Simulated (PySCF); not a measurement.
**How methods differ on the interval between two levels of Cd⁺**

Cd⁺ [Kr] 4d10 5s1 [2S1/2, M_J = 1/2] → Cd⁺ [Kr] 4d9 5s1 5p1 [4F9/2, M_J = 9/2], as a difference of total energies. Calculation: PySCF 2.14, in x2c-TZVPall-2c with one added diffuse shell each of s, p, d type (9s10p8d1f, 86 functions); the two-component X2C-1e Hamiltonian. Correlated levels: [Ar] 3d10 frozen; the 6 highest virtual spinors dropped. "Screened" scales the spin-orbit matrix elements by Boettger's factors to mimic the two-electron term; Breit and QED terms are absent.

```
                    method  interval between two levels (cm⁻¹)
           GHF (spin-free)                              101760
          GMP2 (spin-free)                              109540
 GHF (screened spin-orbit)                              100410
GMP2 (screened spin-orbit)                              108140
```

The labels give the starting determinants; with spin-orbit coupling the two ends relaxed to ⟨J²⟩ = 0.75, ⟨L²⟩ = 0.02, ⟨S²⟩ = 0.77 and ⟨J²⟩ = 24.77, ⟨L²⟩ = 12.03, ⟨S²⟩ = 3.77.
